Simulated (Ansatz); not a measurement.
Job for Ansatz (a program for electronic structure): R-PBE/def2-TZVPP on IrN, 2S+1 = 1, a spin state set in the input, which need not be the lowest, a point of a bond scan (R = 1.583 Å). Elements past Kr take the def2 small-core potentials; no spin–orbit coupling.

Ansatz 0.2 input:
```yaml
crystal:
  periodic: [false, false, false]
  atoms:
    - {symbol: Ir, position_ang: [0.00000000, 0.00000000, 0.00000000]}
    - {symbol: N, position_ang: [0.00000000, 0.00000000, 1.58261100]}
basis:
  gaussian:
    orbitals: def2-TZVPP
    pivot_positions_ang: [[0.00000000, 0.00000000, 0.00000000], [0.00000000, 0.00000000, 1.58261100]]
hamiltonian:
  xc: {name: PBE}
output: {forces: true, orbitals: {seedname: ./end}}
```

Problem. Predict the final total energy.

Solution. -159.0448 hartree.
